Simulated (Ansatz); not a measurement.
Basis sets compared for `FC(F)(F)Oc1ccc(Oc2ccc(Oc3ccc(C(F)(F)F)cc3)cc2)cc1`. Charge 0, multiplicity 1. Geometry PBE-D4/def2-SVP. Ansatz on 2 threads of AMD EPYC 7R13 on a shared host and a share (18 GiB) of an NVIDIA H100 80GB HBM3; times are rough, and most runs start from earlier orbitals.

```xyz
41

F    -5.125   -5.184    3.092
C    -5.997   -4.652    2.202
F    -6.243   -3.381    2.594
F    -7.136   -5.344    2.261
O    -5.544   -4.724    0.924
C    -4.377   -4.070    0.526
C    -4.082   -4.181   -0.841
C    -2.942   -3.562   -1.362
C    -2.090   -2.834   -0.513
O    -0.952   -2.301   -1.075
C    -0.406   -1.141   -0.569
C     0.992   -1.088   -0.433
C     1.609    0.086    0.012
C     0.824    1.212    0.319
O     1.377    2.367    0.840
C     2.454    2.959    0.232
C     2.741    2.820   -1.140
C     3.837    3.498   -1.686
C     4.649    4.312   -0.878
C     5.805    5.074   -1.475
F     6.245    4.509   -2.625
F     5.465    6.356   -1.769
F     6.857    5.137   -0.620
C     4.350    4.453    0.490
C     3.259    3.780    1.045
C    -0.573    1.161    0.183
C    -1.191   -0.015   -0.260
C    -2.384   -2.735    0.859
C    -3.529   -3.350    1.383
H    -4.763   -4.753   -1.487
H    -2.693   -3.634   -2.430
H     1.582   -1.984   -0.674
H     2.702    0.130    0.133
H     2.105    2.187   -1.776
H     4.068    3.389   -2.755
H     4.988    5.083    1.127
H     3.013    3.869    2.113
H    -1.163    2.056    0.424
H    -2.283   -0.058   -0.378
H    -1.711   -2.180    1.528
H    -3.738   -3.267    2.457
```

Single mean-field runs in def2-SVP, def2-TZVP are fitted with def2-universal-jkfit.

Binding counts from free atoms (F doublet, C triplet, O triplet, H doublet) in the same basis, without a counterpoise term.

```json
{"level": "PBE-D4/def2-SVP", "functions": "466", "energy (Eh)": "-1591.2444", "HOMO (eV)": "-5.42", "LUMO (eV)": "-1.90", "binding per atom (eV)": "5.48", "wall time": "9 s"}
{"level": "PBE0-D4/def2-SVP", "functions": "466", "energy (Eh)": "-1591.2808", "HOMO (eV)": "-6.52", "LUMO (eV)": "-1.11", "binding per atom (eV)": "5.31", "wall time": "9 s"}
```

(1) Estimate the rows for PBE-D4/def2-TZVP (with forces), PBE0-D4/def2-TZVP (with forces).

Answers

(1) 
```
                          level  functions  energy (Eh)  HOMO (eV)  LUMO (eV)  binding per atom (eV)  wall time
 PBE-D4/def2-TZVP (with forces)        971   -1593.0362      -5.49      -2.06                   5.36       17 s
PBE0-D4/def2-TZVP (with forces)        971   -1593.0669      -6.51      -1.22                   5.20       15 s
```
